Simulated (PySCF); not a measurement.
NMR data simulated for an unnamed compound:

¹H NMR (400 MHz, computed): δ 7.29 (m, 1H), 5.57 (m, 1H), 5.32 (m, 1H), 2.64 (m, 3H), 1.18 (m, 1H), 1.02 (m, 2H), 0.53 (m, 2H).

¹³C{¹H} NMR (computed): δ 214.2 (C), 149.9 (CH), 116.1 (CH2), 21.2 (CH3), 14.0 (CH), 8.3 (CH2).

- shielding tensors at PBE0/pcSseg-1 (GIAO)
- geometry: GFN2-xTB
- run in PySCF 2.14
- non-relativistic, one computed conformer, gas phase, averaged over atoms made equivalent by symmetry, fast rotation or ring inversion

References, each an isolated molecule treated in the same way: ¹H (31.72 ppm) and ¹³C (186.93 ppm) against TMS.

**Question.** Which of these does the molecule contain: a vinyl group CH=CH2, a three-membered ring, a non-aromatic C=C double bond, a (CH3)2CH unit, a Si–CH3 group, an amide?

**Answer.** 
- A vinyl group CH=CH2: yes (δC 116.1, 149.9; δH 5.57 (m), 5.32 (m), 7.29 (m)).
- A three-membered ring: yes.
- A non-aromatic C=C double bond: yes.
- A (CH3)2CH unit: no.
- A Si–CH3 group: no.
- An amide: no.

The data belong to `C1C(/P=C(/C=C)C)C1`, C₇H₁₁P; they needn't prove each group on their own.

Carbon signals by region: 1 in the far downfield region (above 160 ppm), 2 in the sp2 and nitrile region (100–160 ppm), 3 below 50 ppm. Above 160 ppm: 214.2, carbon double-bonded to a heavier main-group atom.

Splittings by ³¹P in the carbon and heteronuclear signals aren't shown, as no couplings were computed. Shifts are as computed. Against solution values, carbons near 30 ppm lie about +3 ppm off and those near 130 ppm about +5 ppm. Of 1211 compounds with measured shifts, 218 miss one by over three times the rms of a fit or turn the order of signals round; such compounds aren't used in these exercises. Multiplicities follow the n + 1 count of equivalent neighbours, as no J values were calculated; m marks all less simple cases, F and P coupling included.
